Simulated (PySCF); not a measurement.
An element was calculated at r2SCAN (PySCF 2.14, spin-free X2C, a triple-zeta basis, no spin-orbit coupling), in the ground configurations that NIST lists.

```
first ionisation energy  : 5.267 eV
second ionisation energy : 11.281 eV
third ionisation energy  : 25.791 eV
```

Which element is it?

Europium (Eu, Z = 63), in ANO-RCC-VTZP. NIST lists 5.670, 11.24 ± 0.006, 24.84 ± 0.03 eV for these ionisation energies.
